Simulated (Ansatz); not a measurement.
Relaxation of BClFH₃O (7 atoms, charge 0, multiplicity 1), to a largest force component of 0.03 eV/Å in at most 50 steps.

These are results of Ansatz 0.2.0, RKS PBE0/def2-SVP, not measurements.

```xyz
7
Properties=species:S:1:pos:R:3:forces:R:3
B -0.181 0.472 -0.353 0.10 0.87 0.17
F 0.008 -0.142 2.086 0.03 -0.16 0.05
H 0.848 -0.105 -0.588 -0.03 0.01 0.00
O -1.409 -0.026 -0.506 -0.03 -0.03 -0.02
H -1.404 -0.964 -0.727 0.00 0.01 -0.01
Cl -0.079 2.243 0.097 -0.06 -0.91 -0.13
H -0.116 0.767 2.196 -0.01 0.21 -0.06
```

Where does it end, and by what steps?

The run converged. After 9 steps the energy has fallen by 0.048 eV; F2 moved furthest, 0.21 Å.

```
step  energy less start (eV)  largest force component (eV/Å)  accepted
   0                  0.0000                           0.913       yes
   1                 -0.0110                           1.508       yes
   2                 -0.0409                           0.320       yes
   3                 -0.0424                           0.332       yes
   4                 -0.0174                           1.556        no
   5                 -0.0471                           0.079       yes
   6                 -0.0479                           0.061       yes
   7                 -0.0480                           0.050       yes
   8                 -0.0477                           0.096        no
   9                 -0.0481                           0.026       yes
```

```xyz
7
Properties=species:S:1:pos:R:3
B -0.212 0.458 -0.360
F 0.026 -0.074 2.285
H 0.817 -0.126 -0.572
O -1.431 -0.037 -0.586
H -1.413 -0.958 -0.871
Cl -0.125 2.145 0.210
H 0.006 0.836 2.100
```

Whether the end is a true minimum wasn't checked by a vibrational analysis.

The run took 24 s on 1 thread of Arm Neoverse V2, on a shared host, peak memory 0.16 GiB.
